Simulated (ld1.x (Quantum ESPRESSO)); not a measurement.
S (Z = 16): one change to a TM potential, before and after

sulfur, norm-conserving Troullier–Martins (Kleinman–Bylander form), made with ld1.x (Quantum ESPRESSO) 7.5 (BLYP, scalar-relativistic). Core [Ne], reference 3s2 3p3.5 (charge +0.5). Waves: 3p (bound): rc 1.15 bohr; 3d channel at 0.5 Ry: rc 1.20 bohr; 3s (bound): rc 1.35 bohr. Local part: the s channel. Core correction: none.

All-electron outer shells of the reference configuration (BLYP, scalar-relativistic, ld1.x):

```tsv
shell	level (eV)	outermost node (bohr)	outermost maximum (bohr)
3s	-22.09	0.60	1.40
3p	-11.55	0.58	1.57
```

Change: wave 3p (bound): rc 1.15 bohr becomes 3p (bound): rc 1.32 bohr.

Cutoffs: the cutoffs (Ry, on a coarse ladder) from which the occupation-weighted sum of valence levels, in a spherical-Bessel basis at the reference potential, stays within 10 and 1 mRy of its value at 400 Ry; they do not see the model core or the augmentation charge, which bear on the density cutoff. Errors are all-electron minus pseudo energies relative to the spin-unpolarised reference configuration.

How do hardness, ghosts and transferability respond?

The potential gets softer (80 Ry and 140 Ry → 45 Ry and 70 Ry); of the 7 tests that both files solve, the error grows in 0 and shrinks in 2 by more than 15 % and 0.3 meV (median size 10.3 → 2.3 meV); neither file shows a bound ghost. A larger radius leaves more room for a smooth pseudo-wave, so fewer plane waves are needed.

```csv
quantity,base,changed
"cutoff, loose",80 Ry,45 Ry
"cutoff, tight",140 Ry,70 Ry
loose cutoff by channel (10 mRy a level),"p 70 Ry, s 21 Ry","p 10 Ry, s 21 Ry"
bound ghosts,none,none
"error for 3s2 3p4, meV [ΔE -4.59 eV]",+1.2,+1.2
"error for 3s2 3p3, meV [ΔE 7.03 eV]",+1.2,+1.0
"error for 3s2 3p2, meV [ΔE 29.17 eV]",+20,+19
"error for 3s0 3p6, meV [ΔE 16.17 eV]",+43,+3.7
"error for 3s2 3p4.3, meV [ΔE -6.25 eV]",+2.4,+2.3
"error for 3s1 3p5, meV [ΔE 5.73 eV]",+10,+1.7
"error for 3s2 3p0, meV [ΔE 109.86 eV]",+263,+265
s: phases at 1.50 bohr within 0.05 rad from the reference energy up to (Ry; the scan ends near 5),to the end of the scan,to the end of the scan
p: phases at 1.50 bohr within 0.05 rad from the reference energy up to (Ry; the scan ends near 5),to the end of the scan,to the end of the scan
d: phases at 1.50 bohr within 0.05 rad from the reference energy up to (Ry; the scan ends near 5),to the end of the scan,to the end of the scan
```
